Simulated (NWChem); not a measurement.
Everything below was run with NWChem. System: tetrachloroaluminate (AlCl$_{4}$ (-1)), charge -1, spin multiplicity 1, at a geometry optimised with PBE0/def2-SVP. Level: evGW@PBE0/def2-SVPD, RI basis def2-svpd-rifit, 6 cycles.

Job file:

```
start mol
memory heap 200 mb stack 700 mb global 1700 mb
charge -1
geometry units angstroms nocenter noautoz
  Cl     1.765641     0.000000    -1.248520
  Al     0.000000     0.000000     0.000000
  Cl    -1.765641     0.000000    -1.248520
  Cl     0.000000     1.765641     1.248520
  Cl     0.000000    -1.765641     1.248520
  symmetry group C2v
end
basis spherical
  * library def2-svpd
end
basis "ri basis" bse spherical
  * library def2-svpd-rifit
end
dft
  xc pbe0
  iterations 100
  direct
  tolerances tight
end
task dft energy
gw
  evgw 6
  states alpha occ -1 vir -1
end
task dft gw
```

Output (cleaned and shortened):

```
             Northwest Computational Chemistry Package (NWChem) 7.3.0
             --------------------------------------------------------

                                NWChem Input Module
                                -------------------

 Scaling coordinates for geometry "geometry" by  1.889725989
 (inverse scale =  0.529177249)

 Turning off AUTOSYM since
 SYMMETRY directive was detected!

                             Geometry "geometry" -> ""
                             -------------------------

 Output coordinates in angstroms (scale by  1.889725989 to convert to a.u.)

  No.       Tag          Charge          X              Y              Z
 ---- ---------------- ---------- -------------- -------------- --------------
    1 Cl                  17.0000     1.76564100     0.00000000    -1.24852000
    2 Al                  13.0000     0.00000000     0.00000000     0.00000000
    3 Cl                  17.0000    -1.76564100     0.00000000    -1.24852000
    4 Cl                  17.0000     0.00000000     1.76564100     1.24852000
    5 Cl                  17.0000     0.00000000    -1.76564100     1.24852000

 Effective nuclear repulsion energy (a.u.)     476.1684740163

            Nuclear Dipole moment (a.u.)
            ----------------------------
        X                 Y               Z
 ---------------- ---------------- ----------------
     0.0000000000     0.0000000000     0.0000000000

      Symmetry information
      --------------------

 Group name             C2v
 Group number             16
 Group order               4
 No. of unique centers     3

      Symmetry unique atoms

     1    2    4


 Summary of "ao basis" -> "" (spherical)
 ------------------------------------------------------------------------------
       Tag                 Description            Shells   Functions and Types
 ---------------- ------------------------------  ------  ---------------------
 *                         def2-svpd                  on all atoms

 new library libraries.bse/

 Summary of "ri basis" -> "" (spherical)
 ------------------------------------------------------------------------------
       Tag                 Description            Shells   Functions and Types
 ---------------- ------------------------------  ------  ---------------------
 *                      def2-svpd-rifit               on all atoms

                                 NWChem DFT Module
                                 -----------------

 Summary of "ao basis" -> "ao basis" (spherical)
 ------------------------------------------------------------------------------
       Tag                 Description            Shells   Functions and Types
 ---------------- ------------------------------  ------  ---------------------
 Cl                        def2-svpd                11       27   5s4p2d
 Al                        def2-svpd                10       24   5s3p2d

 Summary of "ao basis" -> "ao basis" (spherical)
 ------------------------------------------------------------------------------
       Tag                 Description            Shells   Functions and Types
 ---------------- ------------------------------  ------  ---------------------
 Cl                        def2-svpd                11       27   5s4p2d
 Al                        def2-svpd                10       24   5s3p2d

      Symmetry analysis of basis
      --------------------------

        a1         50
        a2         18
        b1         32
        b2         32
[...]
          Solving quasiparticle equations

                  Alpha Orbitals
          State     Energy (eV)     Error (eV)
          -----------------------------------
@GW         1      -2816.073           0.000
@GW         2      -2808.878           0.000
@GW         3      -2812.540           0.000
@GW         4      -2707.916           0.000
@GW         5      -1570.483           0.000
@GW         6       -274.509           0.000
@GW         7       -274.528           0.000
@GW         8       -274.508           0.000
@GW         9       -272.663           0.000
@GW        10       -201.414           0.000
@GW        11       -201.414           0.000
@GW        12       -201.413           0.000
@GW        13       -201.412           0.000
@GW        14       -201.346           0.000
@GW        15       -201.346           0.000
@GW        16       -201.343           0.000
@GW        17       -201.346           0.000
@GW        18       -201.346           0.000
@GW        19       -201.345           0.000
@GW        20       -201.345           0.000
@GW        21       -201.342           0.000
@GW        22       -125.404           0.000
@GW        23        -77.177           0.000
@GW        24        -77.177           0.000
@GW        25        -77.178           0.000
@GW        26        -20.141           0.000
@GW        27        -19.596           0.000
@GW        28        -19.596           0.000
@GW        29        -19.596           0.000
@GW        30        -10.544           0.000
@GW        31         -8.531           0.000
@GW        32         -8.531           0.000
@GW        33         -8.531           0.000
@GW        34         -7.348           0.000
@GW        35         -7.347           0.000
@GW        36         -7.032           0.000
@GW        37         -7.032           0.000
@GW        38         -7.032           0.000
@GW        39         -6.443           0.000
@GW        40         -6.443           0.000
@GW        41         -6.442           0.000
@GW        42          4.458           0.000
@GW        43          5.789           0.000
@GW        44          5.789           0.000
@GW        45          5.789           0.000
@GW        46          7.533           0.000
@GW        47          6.493           0.000
@GW        48          6.493           0.000
@GW        49          7.029           0.000
@GW        50          7.029           0.000
@GW        51          7.029           0.000
@GW        52          8.176           0.000
@GW        53          8.176           0.000
@GW        54          8.176           0.000
@GW        55          7.699           0.000
@GW        56          8.778           0.000
@GW        57          8.778           0.000
@GW        58          8.778           0.000
@GW        59          9.919           0.000
@GW        60          9.919           0.000
@GW        61          9.919           0.000
@GW        62         11.362           0.000
@GW        63         11.360           0.000
@GW        64         10.795           0.000
@GW        65         11.143           0.000
@GW        66         11.143           0.000
@GW        67         11.143           0.000
@GW        68         13.612           0.000
@GW        69         13.614           0.000
@GW        70         14.189           0.000
@GW        71         14.189           0.000
@GW        72         14.190           0.000
@GW        73         14.328           0.000
@GW        74         14.329           0.000
@GW        75         14.329           0.000
@GW        76         13.952           0.000
@GW        77         15.295           0.000
@GW        78         15.293           0.000
@GW        79         15.320           0.000
@GW        80         15.320           0.000
@GW        81         15.320           0.000
@GW        82         16.742           0.000
@GW        83         16.740           0.000
@GW        84         16.740           0.000
@GW        85         17.441           0.000
@GW        86         17.441           0.000
@GW        87         17.441           0.000
@GW        88         19.695           0.000
@GW        89         22.666           0.000
@GW        90         22.665           0.000
@GW        91         22.665           0.000
@GW        92         24.590           0.000
@GW        93         24.582           0.000
@GW        94         25.287           0.000
@GW        95         25.287           0.000
@GW        96         25.287           0.000
@GW        97         30.791           0.000
@GW        98         30.797           0.000
@GW        99         30.797           0.000
@GW       100         33.123           0.000
@GW       101         36.142           0.000
@GW       102         36.134           0.000
@GW       103         36.134           0.000
@GW       104         36.296           0.000
@GW       105         36.296           0.000
@GW       106         36.247           0.000
@GW       107         36.247           0.000
@GW       108         36.247           0.000
@GW       109         36.383           0.000
@GW       110         36.383           0.000
@GW       111         36.383           0.000
@GW       112         37.010           0.000
@GW       113         37.004           0.000
@GW       114         37.004           0.000
@GW       115         37.225           0.000
@GW       116         37.980           0.000
@GW       117         37.981           0.000
@GW       118         39.750           0.000
@GW       119         39.750           0.000
@GW       120         39.750           0.000
@GW       121         41.116           0.000
@GW       122         41.116           0.000
@GW       123         41.116           0.000
@GW       124         42.508           0.000
@GW       125         42.508           0.000
@GW       126         42.508           0.000
@GW       127         42.564           0.000
@GW       128         42.564           0.000
@GW       129         50.627           0.000
@GW       130         50.626           0.000
@GW       131         50.626           0.000
@GW       132         50.702           0.000

     GW Timing Statistics
   ------------------------
   Init.   :          0.0s
     ERIs  :          1.5s
     Distr.:          0.1s
     Vxc   :          0.8s
   Sigma_x :          0.0s
   RPA     :         87.1s
   Wmn     :         10.5s
   Sigma_c :          7.0s
   GW total:        107.3s

 Task  times  cpu:      107.3s     wall:      107.3s

 Total times  cpu:      117.9s     wall:      117.9s
```
